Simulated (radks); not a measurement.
Excited configurations of Xe3+: one electron is placed in a higher orbital outside [Kr] 4d10 5s2 5p2. The ground configuration is [Kr] 4d10 5s2 5p3. All-electron calculation, Dirac Kohn-Sham, BLYP, spin-unpolarised, spherical densities, finite nucleus; open shells fill j = l - 1/2 first; Fermi nuclear charge, rms radius 4.7859 fm. Program: a radial shooting solver on a logarithmic mesh with Libxc functionals. Excitation = E - E(ground); binding = E(ion) - E, where the ion is the core of charge +4; n* = 4/sqrt(2 binding) in atomic units, and the quantum defect is n - n*.

| outer orbital | excitation (eV) | binding (eV) | n* | quantum defect | eigenvalue (eV) | <r> (bohr) |
|---|---|---|---|---|---|---|
| 5d3/2 | 16.126 | 25.343 | 2.931 | 2.069 | -21.267 | 2.720 |
| 5f5/2 | 28.993 | 12.477 | 4.177 | 0.823 | -10.430 | 4.954 |
| 6s1/2 | 18.453 | 23.017 | 3.075 | 2.925 | -20.139 | 3.687 |
| 6p1/2 | 22.147 | 19.323 | 3.356 | 2.644 | -16.826 | 4.146 |
| 6d3/2 | 27.835 | 13.635 | 3.996 | 2.004 | -11.921 | 5.460 |
| 6f5/2 | 32.942 | 8.527 | 5.053 | 0.947 | -7.340 | 8.229 |
| 7s1/2 | 28.209 | 13.260 | 4.052 | 2.948 | -11.764 | 6.364 |
| 7p1/2 | 29.800 | 11.670 | 4.319 | 2.681 | -10.294 | 7.004 |
| 7d3/2 | 32.549 | 8.921 | 4.940 | 2.060 | -7.821 | 8.694 |
| 7f5/2 | 35.329 | 6.140 | 5.954 | 1.046 | -5.379 | 12.16 |

Estimate the row for 4f5/2.

Answer. excitation (eV) 21.013; binding (eV) 20.457; n* 3.262; quantum defect 0.738; eigenvalue (eV) -15.140; <r> (bohr) 2.107. The Delta-SCF ionisation energy is 41.470 eV (NIST Atomic Spectra Database: 42.2 eV, measured). Self-interaction in the functional shifts the binding energies and quantum defects, so they are the method's values and not measured ones. Spin polarisation and multiplet splitting are left out, so open shells lie too high by an amount that depends on their filling.

Beside tabulated values, note that spin-unpolarised runs miss the spin-polarisation part of the exchange energy of open shells.
